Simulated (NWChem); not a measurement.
System: C₂H₆OSi; SMILES C1OC[SiH2]1

Input file for NWChem:

```
start job
memory heap 200 mb stack 900 mb global 1100 mb
geometry units angstroms noautosym nocenter noautoz
  C      0.123583    -1.137054     0.461313
  O     -0.092340    -0.000000     1.332088
  C      0.123583     1.137054     0.461313
  Si    -0.032187    -0.000000    -1.075534
  H     -0.638443    -1.925059     0.642580
  H      1.132886    -1.593242     0.607270
  H      1.132886     1.593242     0.607270
  H     -0.638443     1.925059     0.642580
  H     -1.381067    -0.000000    -1.743992
  H      1.040359     0.000000    -2.134344
end
basis spherical
  * library def2-svp
end
dft
  xc xpbe96 cpbe96
  iterations 150
end
cosmo
  do_cosmo_smd true
  solvent meg
end
task dft energy
```

All runs use the structure optimised with PBE-D3(BJ)/def2-SVP. Solvent: ethylene glycol.

Level: PBE/def2-SVP with SMD (1 M gas to 1 M solution), gas-phase geometry. Reactions with the solvent are ignored.

### Question
Predict the main results of this run. (PBE/def2-SVP, SMD on the gas-phase geometry.) Quantities: solvation free energy (kcal/mol); cavity-dispersion-structure term (kcal/mol); dipole in solution (D).

### Answer
- solvation free energy (kcal/mol): -0.6
- cavity-dispersion-structure term (kcal/mol): 3.2
- dipole in solution (D): 1.87
